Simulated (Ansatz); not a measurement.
Consider the formal exchange of groups at a C–C bond: `FC[C@@H](F)[C@@H](F)OC(F)F` + `B[SiH2]B` → `B[SiH](B)CF` + `FCC(F)OC(F)F`.

Calculated with Ansatz (gas phase, PBE0-D4/def2-TZVP geometries, no zero-point term in ΔE). CCSD(T)/CBS adds triple-zeta CCSD(T) − MP2 to the extrapolated MP2 energy (def2 sets, frozen cores). DFT in def2-TZVPP. B3LYP here is the variant with VWN-RPA as its local correlation; programs differ in this. Each species was taken in one conformer, which may not be the lowest.

`FC[C@@H](F)[C@@H](F)OC(F)F`:

```xyz
15

F     0.161   -2.226    2.346
C    -0.077   -1.739    1.081
C     0.881   -0.614    0.791
F     2.152   -1.109    0.601
C     0.506    0.169   -0.452
F     0.316   -0.686   -1.512
O    -0.676    0.841   -0.185
C    -1.018    1.811   -1.092
F    -2.248    2.208   -0.777
F    -0.190    2.871   -0.971
H     0.063   -2.549    0.363
H    -1.106   -1.372    1.034
H     0.908    0.079    1.638
H     1.313    0.853   -0.734
H    -0.987    1.462   -2.128
```

`B[SiH2]B`:

Z-matrix (Å, degrees):
```
Si
B 1 2.009
B 1 2.008 2 100.9
H 1 1.491 2 111.5 3 -118.6
H 1 1.491 2 111.7 3 118.8
H 2 1.195 1 120.8 3 87.8
H 2 1.195 1 120.9 3 -88.7
H 3 1.195 1 120.9 2 88.6
H 3 1.195 1 120.8 2 -87.8
```

`B[SiH](B)CF`:

Z-matrix (Å, degrees):
```
Si
B 1 2.007
C 1 1.907 2 113.0
B 1 2.007 2 103.8 3 -122.8
H 1 1.497 2 109.5 3 120.3
H 2 1.195 1 121.8 3 18.2
H 2 1.195 1 120.0 3 -164.2
F 3 1.392 1 109.3 2 -58.8
H 3 1.095 1 111.9 2 60.7
H 3 1.095 1 111.8 2 -178.4
H 4 1.195 1 121.8 2 104.5
H 4 1.195 1 120.0 2 -73.0
```

`FCC(F)OC(F)F`:

```xyz
12

F    -2.462    1.338   -0.261
C    -1.124    1.370    0.035
C    -0.577   -0.033    0.008
F    -1.147   -0.778    1.011
O     0.790    0.069    0.224
C     1.508   -1.074   -0.003
F     2.748   -0.837    0.420
F     1.561   -1.336   -1.329
H    -0.985    1.797    1.032
H    -0.604    1.978   -0.709
H    -0.805   -0.542   -0.935
H     1.097   -1.951    0.506
```

| level | ΔE (kJ/mol) | difference from CCSD(T)/CBS |
| --- | --- | --- |
| PBE-D4 | -2.5 | -4.1 |
| r2SCAN-D4 | 1.9 | 0.3 |
| PBE0-D4 | 0.1 | -1.5 |
| B3LYP-D4 | -2.8 | -4.4 |
| ωB97X-V | 3.2 | 1.6 |
| ωB97M-V | 1.7 | 0.1 |
| B2PLYP | -0.6 | -2.2 |
| PBE | -3.0 | -4.6 |
| r2SCAN | 1.6 | 0.0 |
| PBE0 | -0.2 | -1.8 |
| B3LYP | -3.3 | -4.9 |
| HF/def2-TZVPP | 2.9 | 1.3 |
| MP2/def2-TZVPP | 2.8 | 1.2 |
| SCS-MP2/def2-TZVPP | 2.4 | 0.8 |
| CCSD/def2-TZVPP | 4.1 | 2.5 |
| CCSD(T)/def2-TZVPP | 4.5 | 2.9 |
| HF/def2-QZVPP | 2.3 | 0.7 |
| MP2/def2-QZVPP | 0.9 | -0.7 |
| SCS-MP2/def2-QZVPP | 0.5 | -1.1 |
| HF/CBS(def2) | 2.2 | 0.6 |
| MP2/CBS(def2) | -0.1 | -1.7 |
| CCSD/CBS(def2) | 1.2 | -0.4 |
| CCSD(T)/CBS | 1.6 | 0 |

Largest T1 diagnostic among the species: 0.015.
